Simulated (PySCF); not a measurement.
Electron correlation in Ta⁺ (tantalum, charge +1)

[Xe] 4f14 5d3 6p1, one real determinant (an excited configuration). All numbers are calculated (PySCF 2.14, scalar relativity through the core potential, in aug-cc-pVDZ-PP with ECP60MDF (5s5p4d2f, 54 functions)). Frozen: 5s2 5p6; 4 electrons correlated.

MP2 pair energies summed by pair of shells (mhartree):

```json
{"pair": "5d-5d", "energy": "-9.84", "share (%)": "52.1"}
{"pair": "5d-6p", "energy": "-9.03", "share (%)": "47.9"}
```

Total MP2 correlation energy: -18.87 mhartree.

Same-spin part -18.87 and opposite-spin part 0.00 mhartree; SCS-MP2 scales them by 1/3 and 6/5 to -6.29 mhartree.

The reference is one real determinant that mixes LS terms of this configuration.
